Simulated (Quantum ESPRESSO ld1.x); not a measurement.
Results of a calculation; reference values are marked as such.
One sound ld1.x (Quantum ESPRESSO 7.5) input for the nickel ion Ni2+ gives E = -1519.900 hartree in 28 iterations:

```
 &input
    zed=28.0,
    iswitch=1,
    rel=1,
    dft='BLYP',
    config='[Ar] 3d8',
    verbosity='high',
    prefix='ld1',
    max_out_wfc=37,
    file_charge='ld1.rho',
 /
```

Changed or added lines, one case at a time, and what came of them:

- noscf=.true.: ran as typed. With noscf the program prints the levels of a bare nucleus, with no screening and no total energy; they are not those of the atom.
- xmin=-12.0: usable despite the warning. The mesh starts very near the nucleus, where rounding noise provokes warnings (final residual 1e-15); the energy differs from the default mesh by less than 1e-5 hartree, which is rather the error of the default start.
- xmin=-2.0: silently wrong. The mesh starts too far from the nucleus; the run ends without a warning, but the energy is off by +3691 hartree against the default mesh.
- dx=0.003: refused. The program stops in do_mesh with "ndmx is too small": the mesh holds 3500 points at most, so dx, xmin and rmax must fit that.
- zed=104.0: refused. The program stops in ld1_readin with "wrong nuclear charge zed: 104.00": zed must lie above 0 and at most 103.
- dft='HF': refused. The program stops in ld1_setup with "HF not implemented yet": ld1.x has no Hartree-Fock; KLI and OEP are its exact-exchange options.
- relativistic=1: refused. The program stops in ld1_readin with "reading input namelist": the namelist holds a keyword that &input does not know.
